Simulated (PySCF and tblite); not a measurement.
Values are calculated unless marked as measured or tabulated.
System: C5H5BF2O, numbered as in [CH3:1][c:2]1[cH:3][c:4]([B:5]([F:6])[F:7])[cH:8][o:9]1.

Level: PBE0/pcSseg-1 + D3(BJ) on GFN2-xTB stationary points, with GFN2-xTB thermal terms. Rate constants are transition-state-theory values, counting equivalent paths, without tunnelling. Run with tblite and PySCF.

Question: How high is the barrier to the rotation about the B5–C4 bond (torsion F6–B5–C4–C3 from -180° to 0°, rising), through which structure does it pass, and what rate follows at 298 K?

Answer: The electronic barrier is 7.6 kcal/mol and ΔG‡(298 K) 8.0 kcal/mol, over a Cs saddle with an imaginary mode of 66i cm⁻¹ (GFN2-xTB). With 2 equivalent paths, k is 1.7×10⁷ s⁻¹, a mean lifetime of the start of 59 ns against this motion.
